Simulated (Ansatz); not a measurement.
Total energies of AlCu2 from Ansatz at r2SCAN-D4/def2-TZVP, gas phase (1 Eh = 27.2114 eV = 2625.5 kJ/mol). The reference geometry is relaxed at PBE-D4/def2-TZVP.

Cartesian coordinates in Å:
```
Al 0.4921 -0.0116 -1.3727
Cu -0.9991 0.8618 0.4110
Cu 0.5070 -0.8502 0.9617
```

| state | geometry | energy (Eh) |
| --- | --- | --- |
| charge 0 doublet | reference | -3523.42723 |
| charge 1 singlet | reference | -3523.17301 |
| charge 0 quartet | relaxed at PBE-D4/def2-TZVP | -3523.38404 |
| free Al atom (doublet) | – | -242.33055 |
| free Cu atom (doublet) | – | -1640.46806 |

Q: Work out the vertical ionisation energy to the singlet.

A: E(charge 1 singlet) − E(charge 0 doublet) = -3523.17301 − (-3523.42723) = 0.25422 Eh = 6.92 eV. For comparison, −ε of the highest occupied level of the spin that leaves is 4.60 eV at this level, 2.32 eV less.

Q: Which of the charge 0 states is lowest, and how far above it are the others?

A: The doublet. quartet: -3523.38404 − (-3523.42723) = 0.04319 Eh = 113.4 kJ/mol.

Q: What is the binding energy per atom against free atoms?

A: Atoms: 1 × (-242.33055) + 2 × (-1640.46806) = -3523.26667 Eh. Binding: -3523.26667 − (-3523.42723) = 0.16056 Eh = 4.37 eV, or 1.46 eV for each of 3 atoms (no zero-point energy, no counterpoise term).

The restricted singlet is unstable towards broken spin symmetry in Hartree–Fock (as tested in another run); at r2SCAN-D4/def2-TZVP this wasn't settled. 

The structure comes from a short search, and lower isomers may exist.
